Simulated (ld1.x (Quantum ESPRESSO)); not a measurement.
## Which change was made? (Zn, ultrasoft)

zinc, ultrasoft, made with ld1.x (Quantum ESPRESSO) 7.5 (PBE, scalar-relativistic). Core [Ar], reference 3d10 4s2 4p0. Waves: 4s (bound): rcut 1.65, rcutus 1.95 bohr; 4s channel at 0.2 Ry: rcut 1.65, rcutus 1.95 bohr; 4p (bound, empty): rcut 2.60, rcutus 3.15 bohr; 4p channel at 0.2 Ry: rcut 2.60, rcutus 3.15 bohr; 3d (bound): rcut 1.10, rcutus 1.20 bohr; 3d channel at -0.15 Ry: rcut 1.10, rcutus 1.20 bohr; 4f channel at 0.05 Ry: rcut 2.50, rcutus 2.90 bohr; 4f channel at 2.75 Ry: rcut 2.50, rcutus 2.90 bohr. Local part: all-electron potential smoothed inside 2.20 bohr (lloc = -1). Core correction: Bessel-smoothed model core, default radius (core density twice the valence density). Augmentation charge: PSQ, inside the norm-conserving radii.

Cutoffs, loose and tight: the cutoffs (Ry, on a coarse ladder) from which the occupation-weighted sum of valence levels, in a spherical-Bessel basis at the reference potential, stays within 10 and 1 mRy of its value at 400 Ry. They do not see the model core or the augmentation charge, which bear on the density cutoff. Test errors are all-electron minus pseudo excitation energies from the reference, over the configurations 3d10 4s1 4p0; 3d10 4s0 4p0; 3d9 4s0 4p0; 3d9 4s2 4p0; 3d10 4s0 4p2; 3d9 4s2 4p1; 3d10 4s1.5 4p0; variants that change the core or the reference have their own tests.

The base gives: outcome: generated; cutoff, loose: 100 Ry; cutoff, tight: 160 Ry; bound ghosts: none; largest test error (meV): -299.

Q: After one change the result is: outcome: generated; cutoff, loose: 40 Ry; cutoff, tight: 70 Ry; bound ghosts: none; largest test error (meV): -219. Which change was it?
A. reference 3d10 4s1.5 4p0.5; removed wave 4f channel at 2.75 Ry: rcut 2.50, rcutus 2.90 bohr
B. augmentation PSQ, radius 1.05 bohr
C. type TM semilocal; waves now 4s (bound): rc 1.95 bohr; 4p (bound): rc 3.15 bohr; 4f channel at 0.05 Ry: rc 2.90 bohr; 3d (bound): rc 1.20 bohr; local potential the d channel
D. waves 3d (bound): rcut 1.10, rcutus 1.64 bohr; 3d channel at -0.15 Ry: rcut 1.10, rcutus 1.64 bohr

A: D. The others give: reference 3d10 4s1.5 4p0.5; removed wave 4f channel at 2.75 Ry: rcut 2.50, rcutus 2.90 bohr → outcome: generated; cutoff, loose: 100 Ry; cutoff, tight: 160 Ry; bound ghosts: none; largest test error (meV): -756 | type TM semilocal; waves now 4s (bound): rc 1.95 bohr; 4p (bound): rc 3.15 bohr; 4f channel at 0.05 Ry: rc 2.90 bohr; 3d (bound): rc 1.20 bohr; local potential the d channel → outcome: generated; cutoff, loose: 180 Ry; cutoff, tight: over 300 Ry; bound ghosts: none; largest test error (meV): -189 | augmentation PSQ, radius 1.05 bohr → outcome: generated; cutoff, loose: 100 Ry; cutoff, tight: 160 Ry; bound ghosts: none; largest test error (meV): -156.
